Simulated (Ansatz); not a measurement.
Consider the formal hydrolysis of a Ga–S bond: `[F][Ga]([F])[SH]` + H₂O → `[OH][Ga]([F])[F]` + H₂S.

Calculated with Ansatz (gas phase, PBE0-D4/def2-TZVP geometries, no zero-point term in ΔE). CBS: MP2 limit from def2 TZ/QZ plus the TZ coupled-cluster correction, frozen cores. This one scheme is used for every species. DFT in def2-TZVPP. For Ga outer-core shells are correlated without core-valence functions, which leaves a few kJ/mol of doubt a bond. Scalar relativity is left out up to krypton. Each species was taken in one conformer, which may not be the lowest.

Question: Is it downhill or uphill in electronic energy at CCSD(T)/CBS, and by how much? (Best estimate.)

Answer: Ansatz gave: Uphill: ΔE = +41.7 kJ/mol.

Question: What do these levels give: PBE-D4, BLYP-D4, r2SCAN-D4, B97M-V, PBE0-D4, CAM-B3LYP-D4, PBE, MP2/def2-SVP, HF/def2-TZVPP, MP2/def2-TZVPP, MP2/def2-QZVPP, MP2/CBS(def2)? (An estimate is asked.)

Answer: The calculation gave: PBE-D4 45.2, BLYP-D4 38.5, r2SCAN-D4 41.1, B97M-V 40.1, PBE0-D4 46.7, CAM-B3LYP-D4 35.4, PBE 43.2, MP2/def2-SVP 25.9, HF/def2-TZVPP 32.8, MP2/def2-TZVPP 34.6, MP2/def2-QZVPP 38.6, MP2/CBS(def2) 42.4 kJ/mol.

Largest T1 diagnostic among the species: 0.015.

Leaving LDA and LC-ωPBE aside and taking each functional with its dispersion term where it has one, the values, not all of them listed here, spread over 12.1 kJ/mol, from B2PLYP to HSE06-D4. At CCSD(T), def2-SVP lies −14.7 kJ/mol from the extrapolated value and def2-TZVPP −7.8 kJ/mol.
